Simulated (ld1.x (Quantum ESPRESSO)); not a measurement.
## lithium: one change to a TM potential, before and after

* Element: Li (Z = 3)
* Generator: ld1.x (Quantum ESPRESSO) 7.5
* Type: norm-conserving Troullier–Martins (Kleinman–Bylander form)
* Functional: LDA (PZ)
* Relativity: scalar-relativistic
* Frozen core: [He]
* Valence charge: 1
* Reference configuration: 2s0.5 2p0.5
* Partial waves: 2s (bound): rc 2.55 bohr; 2p (bound): rc 4.20 bohr
* Local potential: the p channel
* Core correction: none

Change: core correction a·sin(br)/r model core inside 2.52 bohr.

Cutoffs: the cutoffs (Ry, on a coarse ladder) from which the occupation-weighted sum of valence levels, in a spherical-Bessel basis at the reference potential, stays within 10 and 1 mRy of its value at 400 Ry; they do not see the model core or the augmentation charge, which bear on the density cutoff. Errors are all-electron minus pseudo energies relative to the spin-unpolarised reference configuration.

Q: What does the change do?

A: Both files are so soft that the ladder of cutoffs tells neither apart; of the 5 tests that both files solve, the error grows in 1 and shrinks in 2 by more than 15 % and 0.3 meV (median size 4.0 → 3.5 meV); neither file shows a bound ghost. A model core, the more so a compact one, raises the density cutoff, which this test does not measure.

```csv
quantity,base,changed
"cutoff, loose",6 Ry,6 Ry
"cutoff, tight",6 Ry,6 Ry
bound ghosts,none,none
"error for 2s1 2p0, meV [ΔE -0.87 eV]",-0.1,-0.4
"error for 2s0.5 2p0, meV [ΔE 1.17 eV]",+4.0,+3.5
"error for 2s0 2p1, meV [ΔE 0.88 eV]",-0.3,-0.6
"error for 2s0.5 2p0.5 (spin-polarised), meV [ΔE -0.20 eV]",+19,+13
"error for 2s1 2p0 (spin-polarised), meV [ΔE -1.11 eV]",+20,+14
s: phases at 4.57 bohr within 0.05 rad from the reference energy up to (Ry; the scan ends near 5),0.9,0.9
p: phases at 4.57 bohr within 0.05 rad from the reference energy up to (Ry; the scan ends near 5),0.5,0.5
```
